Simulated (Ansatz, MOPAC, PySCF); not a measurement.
Dimer: H2S (SMILES S) (first 3 atoms) with C3H4 (SMILES C=C=C); geometry from B3LYP-D3(BJ)/def2-TZVP, rigid monomers moved along the line of their centres of mass till H3···C5 is 2.39 Å.
(charge 0, multiplicity 1):
```xyz
10

S      0.1790     0.1532    -0.4999
H      0.3179    -1.1798    -0.4205
H      0.6680     0.3345     0.7400
C     -1.2247    -0.2942     2.8233
C      0.0322    -0.0296     3.0201
C      1.2933     0.2385     3.1988
H     -1.8809    -0.5530     3.6461
H     -1.6497    -0.2591     1.8263
H      1.6313     1.2489     3.3990
H      2.0457    -0.5413     3.1649
```

Monomers are frozen at their geometry in the pair; levels with a basis set take the counterpoise correction. Rows marked so take none.

Rows in 3-21G, 6-31G* carry no dispersion term and start afresh at each structure (6-31G* with six Cartesian d functions). The state reached by AM1 isn't checked.

Codes used: Ansatz (Gaussian basis) for Hartree–Fock, density functionals and correlated methods; MOPAC for AM1 (differences of heats of formation); PySCF for 3-21G rows, 6-31G* rows, the dispersion terms. 

```csv
level,interaction energy (meV)
AM1,-0.5
HF/3-21G (no counterpoise),5.8
PBE-D3(BJ)/def2-TZVPPD,-94.6
PBE-D4/def2-TZVPPD,-91.1
BP86/6-31G* (no counterpoise),-20.2
r2SCAN/def2-TZVPPD,-51.1
B3LYP/def2-TZVPPD,38.1
B3LYP-D3(BJ)/def2-TZVPPD,___
PBE0-D3(BJ)/def2-TZVPPD,___
```

Task: Complete the blanks.

Result: 
- B3LYP-D3(BJ)/def2-TZVPPD, interaction energy (meV): -78.1
- PBE0-D3(BJ)/def2-TZVPPD, interaction energy (meV): -88.2

Ansatz is a first-principles code.
